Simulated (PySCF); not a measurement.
## How methods differ on the excitation energy of Ba

Ba [Xe] 6s2 (1S) → Ba [Xe] 6p2 (3P), as a difference of total energies. Computed with PySCF 2.14 in aug-cc-pwCVTZ-X2C with one added diffuse shell each of s, p, d, f type (12s11p9d5f, 125 functions), with the spin-free X2C one-electron Hamiltonian (Gaussian nucleus). Correlated levels: valence: [Xe] frozen; valence and next inner shell: [Kr] 4d10 frozen. The calculations carry no spin-orbit coupling.

```csv
method,excitation energy (cm⁻¹)
UHF,26811
LDA,31924
PBE,29303
PBE0,29444
r2SCAN0,28448
M06,33456
r2SCANh,27523
SCS-MP2 (valence),31099
MP2 (valence and next inner shell),33329
SCS-MP2 (valence and next inner shell),33987
```

Problem. Estimate what r2SCAN gives.

Solution. 26898 cm⁻¹, closest to UHF among the rows shown.

Problem. Estimate what MP2 (valence) gives.

Solution. 29677 cm⁻¹, closest to PBE0 among the rows shown.

A first-order spin-orbit estimate (lowest level to lowest level, LS coupling) adds -0.063 eV.
